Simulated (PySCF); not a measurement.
Ge₂H₆S, SMILES [GeH3][S][GeH3].

Coordinates come from a B3LYP-D3(BJ)/def2-SVP optimisation.

All values below come from PBE/def2-TZVP in PySCF.

The molecule is in vacuum.

The total energy is -4555.02885 hartree and the point group is C2v. The highest occupied level comes out as -5.99 eV and the lowest empty level is -1.15 eV. The orbital gap is 4.84 eV. The dipole moment is 1.19 D. The quadrupole, principal values (traceless, Buckingham form, about the centre of nuclear charge) is -2.91, -2.36, 5.27 D·Å. The mean static polarisability is 85.6 bohr³ (12.68 Å³) and the polarisability, principal values comes out as 69.0, 80.4, 107.3 bohr³.
